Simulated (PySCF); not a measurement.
Ga2H4, SMILES [GaH2-][GaH2], charge -1, multiplicity 2. Coordinates come from a TPSSh-D3(BJ)/def2-SVPD optimisation.

All values below come from TPSSh-D3(BJ)/def2-SVPD run with PySCF.

Harmonic wavenumbers (cm⁻¹): 267, 282, 286, 311, 446, 453, 714, 790, 1776, 1777, 1779, 1818. Rotational constants (GHz): 71.97, 2.357, 2.282; symmetry number 4.

### Question
Work out the zero-point energy and the ideal-gas rigid-rotor harmonic-oscillator thermochemistry at 298.15 K and 1 atm.

### Answer
ZPE = ½ Σ hcν = ½ × 10699 cm⁻¹ = 64.00 kJ/mol. H − E(el) = 80.41 kJ/mol. Entropy in J/(mol K): translation 170.68, rotation 89.86, vibration 33.90, spin 5.76, total 300.21. G − E(el) = -9.10 kJ/mol. Cp = 79.68 J/(mol K).
